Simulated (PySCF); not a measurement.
Small edits and their spectra

Starting compound: `CC(C)=C(C)[SiH2]OC=O`, C6H12O2Si.

¹H NMR (400 MHz, computed): δ 8.38 (s, 1H), 5.38 (s, 2H), 1.85 (s, 3H), 1.81 (s, 3H), 1.61 (s, 3H). ¹³C{¹H} NMR (computed): δ 165.6 (CH), 158.0 (C), 128.0 (C), 29.4 (CH3), 23.7 (CH3), 17.8 (CH3).

[PySCF: coordinates at the GFN2-xTB level; shielding tensors at PBE0/pcSseg-1 (GIAO); equivalent nuclei averaged; one computed conformer; in vacuum; non-relativistic Hamiltonian]

δ = σ(ref) − σ, references computed at the same level: ¹H (σ = 31.72 ppm) and ¹³C (σ = 186.93 ppm) vs TMS. Where no couplings were computed, multiplicities follow the n + 1 count of equivalent neighbours, and m marks all less simple cases (inequivalent or close neighbours, rings, F or P nearby). Shifts are as computed. Against solution values, carbons near 30 ppm lie about +3 ppm off and those near 130 ppm about +5 ppm. Of 1309 compounds with measured shifts, 239 miss one by over three times the rms of a fit or turn the order of signals round; such compounds aren't used in these exercises.

Task: What are the spectra after this edit: ring closed by a new C-C bond, giving `CC1=C(C)[SiH2]OC(=O)C1`?

Result: ¹H NMR (400 MHz, computed): δ 5.33 (s, 2H), 3.13 (s, 2H), 2.02 (s, 3H), 1.81 (s, 3H). ¹³C{¹H} NMR (computed): δ 170.0 (C), 157.9 (C), 128.0 (C), 46.1 (CH2), 24.2 (CH3), 16.0 (CH3).

Task: What are the spectra after this edit: C replaced by Si, giving `C/C([SiH3])=C(/C)[SiH2]OC=O`?

Result: ¹H NMR (400 MHz, computed): δ 8.30 (s, 1H), 5.45 (s, 2H), 4.15 (s, 3H), 2.07 (s, 3H), 1.96 (s, 3H). ¹³C{¹H} NMR (computed): δ 166.4 (CH), 152.1 (C), 150.8 (C), 30.7 (CH3), 27.3 (CH3).
